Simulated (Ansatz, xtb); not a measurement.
**FHOSi3: where a starting geometry ends**

The starting geometry of this gas-phase singlet was built from a drawn formula by distance geometry; its bonds are those of `F[Si]1=[Si]([SiH])O1`.

```xyz
6

F    -4.4169    1.7400   -2.3137
O    -2.0934    3.0541   -0.3475
Si   -2.9773    2.3120   -1.6273
Si   -0.9801    2.3005   -1.4110
Si    1.0777    1.4723   -1.9242
H     1.0284    0.4289   -2.9317
```

Q: Where would you expect an optimisation with r2SCAN-D4/def2-SVP to take it?

A: It rearranges, giving a structure with H6 bridging Si5 and Si4, given below by its coordinates. Distances that change by over a tenth: Si5–H6 (1.45 → 1.68 Å). Contacts that open: Si3–Si4 (2.01 → 3.29 Å). Contacts that close: Si4–H6 (3.14 → 1.71 Å).

The energy falls by 3.34 eV over 24 steps:

```tsv
step	E − E(last) (eV)
1	3.340
4	1.267
6	1.009
9	0.271
11	0.088
14	0.024
16	0.007
19	0.003
21	0.001
24	0.000
```

Final geometry (Å):

```yaml
atoms:
  - { symbol: F, position_ang: [-4.1246, 2.8507, -1.1119] }
  - { symbol: O, position_ang: [-2.0879, 1.6748, -2.0635] }
  - { symbol: Si, position_ang: [-3.7550, 1.7184, -2.2346] }
  - { symbol: Si, position_ang: [-0.5589, 2.0041, -1.5268] }
  - { symbol: Si, position_ang: [1.5410, 1.9885, -1.2759] }
  - { symbol: H, position_ang: [0.6238, 1.0711, -2.3427] }
```

From the same start GFN2-xTB ends elsewhere, differing in O2–Si4 (3.55 against 1.65 Å here), Si3–Si4 (2.26 against 3.29 Å here), Si4–H6 (2.85 against 1.71 Å here).

The end wasn't checked by frequencies. Run with Ansatz 0.2.0, 52 s on 1 thread of Intel(R) Xeon(R) 6975P-C (Granite Rapids), on a shared host.
